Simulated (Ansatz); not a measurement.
Steps of a relaxation of C$_{2}$H$_{3}$BClF, SMILES `C=C(F)BCl` with RKS PBE0-D4/def2-TZVP.

```sh
$ ansatz run in.yaml --threads 2 --pin off --events-out ev --progress --plain --max-ram 4352MiB
```

```yaml
crystal:
  periodic: [false, false, false]
  atoms:
    - {symbol: C, position_ang: [0.891486, 0.762568, 0.640472]}
    - {symbol: C, position_ang: [0.015550, -0.246273, 0.418265]}
    - {symbol: F, position_ang: [-0.231830, -1.133014, 1.407586]}
    - {symbol: B, position_ang: [-0.719480, -0.422783, -0.936463]}
    - {symbol: Cl, position_ang: [-1.846736, -1.737900, -1.186798]}
    - {symbol: H, position_ang: [1.407636, 0.879411, 1.606785]}
    - {symbol: H, position_ang: [1.095691, 1.485880, -0.161086]}
    - {symbol: H, position_ang: [-0.520118, 0.355012, -1.844361]}
basis:
  gaussian: {orbitals: def2-TZVP}
hamiltonian: {xc: pbe0, dispersion: d4}
relax: {f_tol: 0.005, max_steps: 150}
```

Positions (Å) and forces (eV/Å) along the path, 5 of 5 steps:

```xyz
8
step=1 energy=-18031.3194 eV
C     0.891    0.763    0.640   -0.411   -0.517   -0.028
C     0.016   -0.246    0.418    0.529    0.643    0.078
F    -0.232   -1.133    1.408    0.115    0.299   -0.261
B    -0.719   -0.423   -0.936    0.011    0.098   -0.143
Cl   -1.847   -1.738   -1.187    0.247    0.280    0.068
H     1.408    0.879    1.607   -0.277   -0.060   -0.524
H     1.096    1.486   -0.161   -0.142   -0.423    0.418
H    -0.520    0.355   -1.844   -0.073   -0.320    0.393
8
step=2 energy=-18031.3546 eV
C     0.883    0.755    0.636   -0.079   -0.110    0.011
C     0.018   -0.240    0.415    0.112    0.135    0.019
F    -0.226   -1.122    1.402    0.026    0.081   -0.080
B    -0.713   -0.415   -0.933   -0.061   -0.055   -0.048
Cl   -1.834   -1.726   -1.180    0.124    0.146    0.026
H     1.395    0.871    1.590   -0.069   -0.006   -0.145
H     1.083    1.468   -0.158   -0.033   -0.105    0.110
H    -0.514    0.353   -1.827   -0.020   -0.086    0.107
8
step=3 energy=-18031.3573 eV
C     0.881    0.752    0.634   -0.001    0.000    0.008
C     0.019   -0.239    0.414   -0.002   -0.007    0.000
F    -0.225   -1.119    1.400   -0.001   -0.002   -0.003
B    -0.710   -0.415   -0.931   -0.047   -0.043   -0.003
Cl   -1.829   -1.720   -1.179    0.032    0.034    0.005
H     1.390    0.870    1.584    0.008    0.007    0.005
H     1.078    1.462   -0.157    0.004    0.005   -0.007
H    -0.512    0.351   -1.820    0.007    0.007   -0.006
8
step=4 energy=-18031.3574 eV
C     0.880    0.752    0.634    0.005   -0.007    0.002
C     0.018   -0.239    0.414   -0.006    0.009    0.004
F    -0.225   -1.119    1.400   -0.003   -0.002    0.001
B    -0.713   -0.413   -0.930    0.008   -0.026   -0.012
Cl   -1.827   -1.720   -1.180   -0.001    0.008    0.003
H     1.392    0.870    1.583    0.003    0.004    0.001
H     1.079    1.461   -0.158   -0.004    0.005   -0.001
H    -0.512    0.352   -1.819   -0.003    0.010    0.002
8
step=5 energy=-18031.3574 eV
C     0.881    0.752    0.634   -0.001    0.000   -0.001
C     0.018   -0.239    0.414   -0.002   -0.003   -0.001
F    -0.226   -1.120    1.400    0.001    0.001    0.000
B    -0.711   -0.415   -0.931    0.002    0.001    0.002
Cl   -1.828   -1.720   -1.179    0.000    0.000   -0.001
H     1.392    0.871    1.583    0.000    0.000    0.000
H     1.078    1.461   -0.158    0.000    0.000    0.000
H    -0.512    0.352   -1.819    0.000    0.000    0.000
```

Run time 10 s (2 threads of an AMD EPYC 9R45 on a shared host); peak host memory 0.42 GiB.
